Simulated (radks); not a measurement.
The numbers below are computed, except where a source is named.
Question: These are the eigenvalues of the occupied orbitals of an atom or ion with whole-number occupations (hartree). Level of theory: non-relativistic Kohn-Sham, TPSS, spin-polarised, spherical densities, point nucleus; meta-GGA in the generalised Kohn-Sham scheme (a radial shooting solver on a logarithmic mesh with Libxc functionals).

| orbital | eigenvalue |
|---|---|
| 1s up | -10.69502 |
| 1s down | -10.67256 |
| 2s up | -0.98999 |
| 2s down | -0.91661 |
| 2p up | -0.65114 |

Which element is it, and in what charge state? The configuration may be excited. Open shells, if any, are filled with parallel spins first.

Answer: Z = 6, carbon, charge +1: C+ in [He] 2s2 2p1. The list shows which subshells hold electrons but not how many an open one holds; the 1s level, -10.695 hartree, gives Z - s = 4.6 by -(Z - s)^2/2, which with screening narrows Z to a few neighbours, and the depths of the outer levels then fix element, charge and occupations together.
